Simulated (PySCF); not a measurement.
C4H6F2O.
Numbering: `[F:1][CH:2]([F:3])[C@@H:4]1[CH2:5][CH2:6][O:7]1` (hydrogens: H8 on C2; H9 on C4; H10, H11 on C5; H12, H13 on C6)

A GFN2-xTB structure was refined with PySCF, PBE0-D3(BJ)/def2-SVP geometry optimisation, gas phase. Its GFN2-xTB values:

| coordinate | GFN2-xTB |
| --- | --- |
| F1–C2 | 1.376 Å |
| C2–F3 | 1.344 Å |
| C2–C4 | 1.501 Å |
| C2–H8 | 1.103 Å |
| C4–C5 | 1.542 Å |
| C4–O7 | 1.442 Å |
| C4–H9 | 1.090 Å |
| C5–C6 | 1.523 Å |
| C5–H10 | 1.099 Å |
| C5–H11 | 1.092 Å |
| C6–O7 | 1.438 Å |
| C6–H12 | 1.097 Å |
| C6–H13 | 1.115 Å |
| F1–C2–F3 | 105.8° |
| F1–C2–C4 | 113.6° |
| C2–C4–C5 | 117.5° |
| F3–C2–C4 | 109.1° |
| C4–C5–C6 | 86.1° |
| C4–O7–C6 | 93.3° |
| C5–C4–O7 | 89.8° |
| C5–C6–O7 | 90.7° |
| F1–C2–C4–C5 | 26° |
| C2–C4–O7–C6 | 117° |
| C4–C5–C6–O7 | -2° |
| C5–C6–O7–C4 | 2° |

**Question.** How do these coordinates change at the PBE0-D3(BJ)/def2-SVP level?

**Answer.** 
```tsv
coordinate	PBE0-D3(BJ)/def2-SVP (Å or °)	change
F1–C2	1.352	-0.024
C4–O7	1.419	-0.023
C4–H9	1.105	+0.015
C6–H13	1.103	-0.012
C2–C4	1.512	+0.011
C5–C6	1.533	+0.010
C4–C5	1.533	-0.009
C2–F3	1.352	+0.008
C6–O7	1.431	-0.007
C6–H12	1.103	+0.006
C5–H11	1.097	+0.005
C5–H10	1.097	-0.002
C2–H8	1.104	+0.001
F1–C2–C4	110.3	-3.3
C5–C4–O7	92.4	+2.6
C4–C5–C6	83.8	-2.3
F1–C2–F3	107.9	+2.1
C2–C4–C5	115.7	-1.8
C4–O7–C6	91.8	-1.5
C5–C6–O7	91.9	+1.2
F3–C2–C4	109.3	+0.2
F1–C2–C4–C5	42	+16
C2–C4–O7–C6	115	-2
C5–C6–O7–C4	4	+2
C4–C5–C6–O7	-3	-1
```

The energy falls by 2.3 kcal/mol over 9 energy and gradient evaluations, the largest force component goes from 0.0312 to 1.6e-04 Eh/bohr, and the atoms move by 0.131 Å rms after alignment. Among the bonds, F1–C2 and C4–O7 change most and about equally (-0.024 to -0.023 Å). Bonds longer at the end by more than 0.005 Å: 6 of 13; shorter: 5. Among the dihedrals that turn most is F1–C2–C4–C5, from 26° to 42°. Rotational constants go from 5243, 1882, 1796 to 5147, 1996, 1879 MHz.

The run used 128 basis functions and 59 SCF cycles in all.

Whether it is a minimum is left open (no frequencies). One conformer, not necessarily the lowest.
